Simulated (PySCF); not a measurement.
Computed with PBE0-D4/def2-TZVP run with PySCF 2.14.0. Isolated molecules, 0 K electronic values unless said otherwise. Excitations are Tamm–Dancoff values on a coarser integration grid. The basis has no diffuse functions, so Rydberg states are missing or too high.

Reference species (SMILES): `[SiH3]Cl` (neutral, multiplicity 1).

```
Quantity               Value
-------------------  -------
HOMO–LUMO gap        8.95 eV
T1 excitation (TDA)  6.96 eV
```

Changed species: `[C-]#[N+][SiH2]Cl` (X = isocyano; the reference has X = H).

Question: Give the shifts of the HOMO–LUMO gap and T1 excitation (TDA).

Answer: the HOMO–LUMO gap decreases by 0.71 eV, to 8.24 eV; the T1 excitation (TDA) drops by 1.86 eV, to 5.10 eV.
